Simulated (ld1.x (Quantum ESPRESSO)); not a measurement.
## Building the TM potential for Ag (Z = 47) (LDA (PZ), scalar-relativistic).

ld1.x (Quantum ESPRESSO) 7.5 input, shortened:

```
&input
   title='Ag', zed=47., rel=1, dft='PZ', iswitch=3,
   config='[Kr] 4d10 5s1 5p0'
 /
 &inputp
   pseudotype=2, tm=.true., lloc=0,
   nlcc=.false.
 /
3
4P  2  1   6.00   0.00  1.65  1.65  0.0
4D  3  2  10.00   0.00  1.35  1.35  0.0
5S  1  0   1.00   0.00  1.90  1.90  0.0
 &test
   configts(1)='4p6 4d10 5s1 5p0'
 /
```

* Cutoffs needed: 80 Ry and 120 Ry (the cutoffs (Ry, on a coarse ladder) from which the occupation-weighted sum of valence levels, in a spherical-Bessel basis at the reference potential, stays within 10 and 1 mRy of its value at 400 Ry)
* Ghost test: no extra level below or beside the all-electron valence levels (p, d, s, f tested) (spherical-Bessel basis up to 400 Ry, 20 bohr box)
* Largest excitation error: -723 meV (all-electron minus pseudo) for 4p6 4d9 5s1 5p1, out of 7 test configurations
